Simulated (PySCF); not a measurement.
Bi(TeH)3 (BiH3Te3), SMILES [TeH][Bi]([TeH])[TeH]. Heavy atoms are numbered as in [Bi:1]([TeH:2])([TeH:4])[TeH:6]. Hydrogens are named by the atom that carries them.

Geometry: B3LYP-D3(BJ)/def2-SVP. The structure was generated by enumeration; whether it is a known compound was not checked. The def2 effective core potentials stand for the cores of Bi, Te; spin–orbit coupling is left out.

The numbers are results of HF/def2-TZVP (PySCF), not measurements.

ESP charges are fitted to the potential on shells at 1.4 to 2.0 van der Waals radii. Atomic charges (e), one atom of each kind:

```csv
atom,ESP fit,Mulliken,Löwdin
Bi1,0.27,0.49,[?]
Te2 (TeH),-0.16,-0.20,[?]
H on Te2,0.08,0.04,[?]
```

Task: What belongs in the gaps? (An estimate is asked for; the answer gives what the named calculation found.)

Result: 
- Bi1, Löwdin: 0.19
- Te2 (TeH), Löwdin: -0.04
- H on Te2, Löwdin: -0.03
